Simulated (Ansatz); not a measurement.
Input file for Ansatz (a first-principles code): U-CCSD(T)/def2-TZVPP on C2+, 2S+1 = 4, a spin state set in the input, which need not be the lowest, a point of a bond scan (R = 1.407 Å). Charge +1.

Ansatz 0.2 input:
```yaml
crystal:
  periodic: [false, false, false]
  atoms:
    - {symbol: C, position_ang: [0.00000000, 0.00000000, 0.00000000]}
    - {symbol: C, position_ang: [0.00000000, 0.00000000, 1.40713900]}
basis:
  gaussian:
    orbitals: def2-TZVPP
    pivot_positions_ang: [[0.00000000, 0.00000000, 0.00000000], [0.00000000, 0.00000000, 1.40713900]]
total_charge: 1
magnetization: {spin_polarized: true, initial_magnetization: 3}
correlation: {method: ccsd_t, electrons: valence}
output: {orbitals: {seedname: ./end}}
```

Program output:

```
WARN ansatz: RAYON_NUM_THREADS=1 ignored (pool sized by the plan → 1); use --threads N
Functional definition: HF
integrals: 0.04 GiB planned
437 factors; integrals over basis functions are off by at most 3.1e-4 eV
mean field: 0.09 GiB planned
mean field evaluation 1: about -2043.6608 eV, gradient 7.1e0 eV
mean field evaluation 2: about -2043.6625 eV, gradient 7.1e0 eV
mean field evaluation 4: about -2044.0223 eV, gradient 6.0e-1 eV
mean field evaluation 8: about -2044.0267 eV, gradient 1.6e-5 eV
mean field evaluation 16: about -2044.0267 eV, gradient 7.1e-6 eV
mean field evaluation 32: about -2044.4079 eV, gradient 2.7e-5 eV
mean field evaluation 64: about -2042.6630 eV, gradient 7.6e0 eV
mean field evaluation 96: about -2042.8501 eV, gradient 2.1e0 eV
mean field evaluation 128: about -2035.5671 eV, gradient 1.6e1 eV
mean field evaluation 160: about -2042.3802 eV, gradient 7.9e-3 eV
mean field -2044.40788489 eV, -75.1306040202 hartree, gradient 2.4e-6 eV, S^2 3.833602; 8 other end points of the search recorded, 0 dependent functions left out
determinant -2044.40788489 eV, -75.1306040202 hartree, with singles and doubles -2049.94060739 eV, -75.3339278220 hartree
determinant -2044.02674188 eV, -75.1165972729 hartree, with singles and doubles -2050.20707442 eV, -75.3437203048 hartree
determinant -2042.65074980 eV, -75.0660304966 hartree, with singles and doubles -2048.19171589 eV, -75.2696572447 hartree
determinant -2042.38015178 eV, -75.0560862029 hartree, with singles and doubles -2048.25379902 eV, -75.2719387578 hartree
determinant -2044.40788489 eV, -75.1306040202 hartree, with singles and doubles -2049.97094211 eV, -75.3350426025 hartree
determinant -2044.02674188 eV, -75.1165972729 hartree, with singles and doubles -2050.10656121 eV, -75.3400265122 hartree
determinant -2044.40788489 eV, -75.1306040202 hartree, with singles and doubles -2050.03534300 eV, -75.3374092914 hartree
determinant -2044.02674188 eV, -75.1165972729 hartree, with singles and doubles -2050.10658462 eV, -75.3400273726 hartree
2 core orbitals not correlated
reference -2044.02674188 eV, -75.1165972729 hartree; 5, 2 occupied and 55, 58 virtual orbitals, 437 factors
second order -5.31627720 eV of doubles, -0.00000000 eV of singles
coupled cluster: 0.16 GiB planned
cycle   1  -6.07984607 eV  change   -3.3e-6 eV  update   1.4e-6
cycle   2  -6.07985078 eV  change   -4.7e-6 eV  update   6.5e-7
perturbative correction -0.39113736 eV, -0.0143740330 hartree
Total energy: -2050.49773002 eV, -75.3544017011 hartree
```

The run converged.

Cost: roughly 8 core-seconds.
